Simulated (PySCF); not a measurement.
H₉NOSi₃.
Numbering: `[NH2:1][SiH2:2][SiH2:3][O:4][SiH3:5]` (hydrogens: H6, H7 on N1; H8, H9 on Si2; H10, H11 on Si3; H12, H13, H14 on Si5)

Level of theory: PBE0-D3(BJ)/def2-SVP geometry optimisation, gas phase (PySCF 2.14.0).

Q: Give the optimised bond lengths and angles.

A: 
```json
{"bond": "N1–Si2", "length (Å)": "1.739", "order": "single"}
{"bond": "Si2–Si3", "length (Å)": "2.344", "order": "single"}
{"bond": "Si3–O4", "length (Å)": "1.667", "order": "single"}
{"bond": "O4–Si5", "length (Å)": "1.656", "order": "single"}
{"bond": "N1–H6, N1–H7", "length (Å)": "1.015", "order": "single"}
{"bond": "Si2–H8", "length (Å)": "1.496", "order": "single"}
{"bond": "Si2–H9", "length (Å)": "1.505", "order": "single"}
{"bond": "Si3–H10, Si3–H11", "length (Å)": "1.500", "order": "single"}
{"bond": "Si5–H12, Si5–H13, Si5–H14", "length (Å)": "1.493", "order": "single"}
```

Bonds in one row agree within 0.01 Å and their mean is given. Orders are formal, as drawn. A selection of angles:
```json
{"angle": "Si2–N1–H6", "degrees": "119.2"}
{"angle": "H6–N1–H7", "degrees": "110.1"}
{"angle": "N1–Si2–Si3", "degrees": "106.5"}
{"angle": "N1–Si2–H8", "degrees": "107.6"}
{"angle": "N1–Si2–H9", "degrees": "116.5"}
{"angle": "Si3–Si2–H8", "degrees": "110.2"}
{"angle": "H8–Si2–H9", "degrees": "106.7"}
{"angle": "Si2–Si3–O4", "degrees": "109.2"}
{"angle": "Si2–Si3–H10", "degrees": "110.8"}
{"angle": "Si2–Si3–H11", "degrees": "110.4"}
{"angle": "O4–Si3–H10", "degrees": "109.4"}
{"angle": "H10–Si3–H11", "degrees": "107.1"}
{"angle": "Si3–O4–Si5", "degrees": "143.8"}
{"angle": "O4–Si5–H12", "degrees": "110.4"}
{"angle": "O4–Si5–H13", "degrees": "110.7"}
{"angle": "O4–Si5–H14", "degrees": "108.3"}
{"angle": "H12–Si5–H13", "degrees": "108.7"}
```

Dihedral angles: N1–Si2–Si3–O4 169° (antiperiplanar); Si2–Si3–O4–Si5 155° (antiperiplanar). The mirror-image conformer, all signs reversed, is as good.

Si3 (oxygen-bound silicon) is tetrahedral (angles from 107.1° to 110.8°). N1 (silicon-bound nitrogen) has angles 119.2°, 118.8° and 110.1°, sum 348.1°, 0.24 Å off the plane of its three neighbours. Si5 (oxygen-bound silicon) is tetrahedral (angles from 108.3° to 110.7°). Si2 (SiH2 silicon) is distorted tetrahedral (angles from 106.5° to 116.5°).

Point group: C1 (no symmetry element, even within 0.4 Å). No PBE0-D3(BJ)/def2-SVP frequencies stand behind this structure, so it isn't proved a minimum. The numbers are those of one conformer (H–N1–Si2–Si3 167° and -54°, N1–Si2–Si3–O4 169°, Si2–Si3–O4–Si5 155°).

The run took 1.9 min of wall time on one thread, Arm Neoverse V1 (aarch64), shared host with 32 logical CPUs at a one-minute load of 20, and the process peaked at 0.52 GiB of memory. That covers the optimisation of the geometry.
